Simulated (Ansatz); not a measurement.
Total energies of CoCl₂ from Ansatz at PBE0-D4/def2-TZVP, gas phase (1 Eh = 27.2114 eV = 2625.5 kJ/mol). The reference geometry is relaxed at PBE0-D4/def2-TZVP.

```xyz
3

Co    0.000    0.000    0.000
Cl    0.604    0.540   -1.925
Cl   -0.604   -0.540    1.925
```

```tsv
state	geometry	energy (Eh)
charge 0 quartet	reference	-2302.77876
charge 1 quintet	reference	-2302.39436
charge 1 quintet	relaxed at PBE0-D4/def2-TZVP	-2302.39625
free Co atom (quartet)	–	-1382.49072
free Cl atom (doublet)	–	-459.99739
```

Other spin states of the ions weren't run at this level and may lie lower.

Task: Work out the vertical ionisation energy to the quintet.

Result: E(charge 1 quintet) − E(charge 0 quartet) = -2302.39436 − (-2302.77876) = 0.38440 Eh = 10.46 eV. For comparison, −ε of the highest occupied level of the spin that leaves is 8.93 eV at this level, 1.53 eV less.

Task: How much does the charge 1 quintet relax, and what is the adiabatic ionisation energy?

Result: Relaxation: -2302.39436 − (-2302.39625) = 0.00189 Eh = 0.05 eV. Adiabatic ionisation energy: 0.38251 Eh = 10.41 eV, without zero-point energy. 

Task: What is the binding energy per atom against free atoms?

Result: Atoms: 1 × (-1382.49072) + 2 × (-459.99739) = -2302.48550 Eh. Binding: -2302.48550 − (-2302.77876) = 0.29326 Eh = 7.98 eV, or 2.66 eV for each of 3 atoms (no zero-point energy, no counterpoise term).

 The doublet lies 1.08 eV above the quartet at this level but is left out (at the level of its geometry, ⟨S²⟩ 1.76, where a pure state has 0.75).
